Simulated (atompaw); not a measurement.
u(r) = r·R(r): atom against pseudo-atom (zirconium)

Columns: radius, all-electron u(r) and pseudo u(r) of the 4s shell (level -52.47 eV) of zirconium in the configuration [Ar] 3d10 4s2 4p6 4d3 5s1 5p0; LDA (PW92), scalar-relativistic, PAW (atompaw) scheme, atompaw 4.2.0.5.

```json
{"r (bohr)": "0.104", "all-electron": "0.3564", "pseudo": "0.2016"}
{"r (bohr)": "0.208", "all-electron": "-0.1099", "pseudo": "0.3963"}
{"r (bohr)": "0.312", "all-electron": "-0.5367", "pseudo": "0.5771"}
{"r (bohr)": "0.415", "all-electron": "-0.4693", "pseudo": "0.7369"}
{"r (bohr)": "0.519", "all-electron": "-0.1248", "pseudo": "0.8734"}
{"r (bohr)": "0.623", "all-electron": "0.2754", "pseudo": "0.9814"}
{"r (bohr)": "0.727", "all-electron": "0.6143", "pseudo": "1.0581"}
{"r (bohr)": "0.831", "all-electron": "0.8523", "pseudo": "1.1028"}
{"r (bohr)": "0.935", "all-electron": "0.9901", "pseudo": "1.1161"}
{"r (bohr)": "1.038", "all-electron": "1.0447", "pseudo": "1.1003"}
{"r (bohr)": "1.142", "all-electron": "1.0386", "pseudo": "1.0589"}
{"r (bohr)": "1.246", "all-electron": "0.9907", "pseudo": "0.9963"}
{"r (bohr)": "1.350", "all-electron": "0.9175", "pseudo": "0.9185"}
{"r (bohr)": "1.454", "all-electron": "0.8311", "pseudo": "0.8312"}
{"r (bohr)": "1.558", "all-electron": "0.7403", "pseudo": "0.7403"}
{"r (bohr)": "1.662", "all-electron": "0.6507", "pseudo": "0.6507"}
{"r (bohr)": "1.765", "all-electron": "0.5668", "pseudo": "0.5668"}
{"r (bohr)": "1.869", "all-electron": "0.4889", "pseudo": "0.4889"}
{"r (bohr)": "1.973", "all-electron": "0.4188", "pseudo": "0.4188"}
{"r (bohr)": "2.077", "all-electron": "0.3567", "pseudo": "0.3567"}
{"r (bohr)": "2.181", "all-electron": "0.3023", "pseudo": "0.3023"}
{"r (bohr)": "2.285", "all-electron": "0.2553", "pseudo": "0.2553"}
{"r (bohr)": "2.388", "all-electron": "0.2151", "pseudo": "0.2151"}
{"r (bohr)": "2.492", "all-electron": "0.1805", "pseudo": "0.1805"}
{"r (bohr)": "2.596", "all-electron": "0.1511", "pseudo": "0.1511"}
{"r (bohr)": "2.700", "all-electron": "0.1261", "pseudo": "0.1261"}
```

**Question.** How many radial nodes do the two functions have?

**Answer.** The all-electron 4s function has n − l − 1 = 3 (the table is too coarse to show those close to the nucleus); the pseudo-wave has 0, since the states of the same l below it are removed with the core.

**Question.** At about which radius was the pseudo-wave matched?

**Answer.** 1.60 bohr. The columns agree to 0.0005 from 1.45 bohr on; several derivatives are matched, so the curves merge somewhat inside the radius.

**Question.** Is the pseudo-wave norm-conserving?

**Answer.** No, it belongs to a PAW set: the norm inside the radius is not constrained, and the difference is carried by the augmentation charge.
